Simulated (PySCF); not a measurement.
**From computed data to an observable: oscillator strength and radiative lifetime**

CH₅NOZn, SMILES C[O][Zn][NH2].

Geometry optimised at PBE0-D3(BJ)/def2-SVP. The structure was generated by enumeration; whether it is a known compound was not checked. The values are those of a single conformer.

TDDFT-LC-ωPBE/def2-SVPD (PySCF 2.14.0) puts the first singlet state with f over 0.02 at 5.77 eV (vertical), with the transition dipole (0.528, -0.585, 0.000) in atomic units.

Problem. Find the oscillator strength, the wavelength and the radiative lifetime that this transition would have in vacuum if emission retraced absorption.

Solution. 
|μ|² = 0.6210 au, so |μ| = 2.00 D. ΔE = 5.77/27.211 = 0.2120 hartree. f = (2/3) ΔE |μ|² = 0.088 (the program prints 0.088).
λ = 1239.84/5.77 = 215 nm; ν = 46538 cm⁻¹.
Einstein's coefficient A = 0.6670 ν² f s⁻¹ (ν in cm⁻¹) = 1.3e8 s⁻¹, so τ = 1/A = 7.9 ns. This state is S1. The figure is the radiative limit of this one transition; relaxation, internal conversion, crossing to triplets and a medium change what is measured.
